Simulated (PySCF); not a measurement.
Compound: [V(H2O)6]2+, H₁₂O₆V (charge +2 and quartet state).
Numbering: `[OH2:1]->[V+2:2](<-[OH2:3])(<-[OH2:4])(<-[OH2:5])(<-[OH2:6])<-[OH2:7]` (hydrogens: H8, H9 on O1; H10, H11 on O3; H12, H13 on O4; H14, H15 on O5; H16, H17 on O6; H18, H19 on O7)

Computed with PBE0-D3(BJ)/def2-SVP geometry optimisation, gas phase in PySCF.

**Question.** List the bond lengths and angles at this level.

**Answer.** 
| bond | length (bohr) |
| --- | --- |
| O1–V2 and 3 like bonds | 4.038 |
| V2–O3, V2–O7 | 4.040 |
| O1–H8 and 5 like bonds | 1.828 |
| O1–H9, O5–H15 | 1.828 |
| O3–H10 and 3 like bonds | 1.828 |

Bonds in one row agree within 0.02 bohr and their mean is given. A selection of angles:
| angle | degrees |
| --- | --- |
| V2–O1–H8 | 126.0 |
| V2–O1–H9 | 127.3 |
| H8–O1–H9 | 106.7 |
| O1–V2–O3 | 90.9 |
| O1–V2–O4 | 90.5 |
| O1–V2–O5 | 179.7 |
| O1–V2–O7 | 89.2 |
| O3–V2–O7 | 179.9 |
| V2–O3–H10 | 126.5 |
| H10–O3–H11 | 106.6 |
| V2–O4–H13 | 127.0 |
| H12–O4–H13 | 106.6 |

V2 (vanadium bonded to 6 O) is octahedral (the three widest angles are 179.9°, 179.7° and 179.7°, the others run from 89.0° to 90.9°). O3 (oxygen bonded to V and 2 H) is planar (angles 126.7°, 126.5° and 106.6°, sum 359.9°, 0.03 Å off the plane of its three neighbours). O1 (oxygen bonded to V and 2 H) is planar (angles 127.3°, 126.0° and 106.7°, sum 360.0°, 0.01 Å off the plane of its three neighbours).

PBE0-D3(BJ)/def2-SVP frequencies: not computed here. ⟨S²⟩ = 3.753 (exact for a quartet: 3.75). No counter-ion or solvent screens the charge of this multiply charged ion.

Caution for open-shell metal species: one SCF solution and one stationary point were followed, and a lower state or a bent or distorted shape isn't ruled out.
